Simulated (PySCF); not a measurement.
5,5-difluorocyclopenta-1,3-diene (C5H4F2), SMILES FC1(F)C=CC=C1. Geometry: PBE0-D3(BJ)/def2-SVP. The values are those of a single conformer.

All values below come from PBE0-D3(BJ)/def2-SVP run with PySCF.

Harmonic wavenumbers (cm⁻¹): 166, 258, 439, 468, 554, 568, 690, 739, 772, 773, 869, 978, 981, 989, 1064, 1087, 1173, 1212, 1270, 1328, 1395, 1668, 1713, 3238, 3248, 3273, 3275. Rotational constants (GHz): 4.770, 2.526, 2.334; symmetry number 2.

Q: Work out the zero-point energy and the ideal-gas rigid-rotor harmonic-oscillator thermochemistry at 298.15 K and 1 atm.

A: ZPE = ½ Σ hcν = ½ × 34186 cm⁻¹ = 204.48 kJ/mol. H − E(el) = 221.41 kJ/mol. Entropy in J/(mol K): translation 166.44, rotation 106.53, vibration 35.92, total 308.89. G − E(el) = 129.31 kJ/mol. Cp = 95.23 J/(mol K).
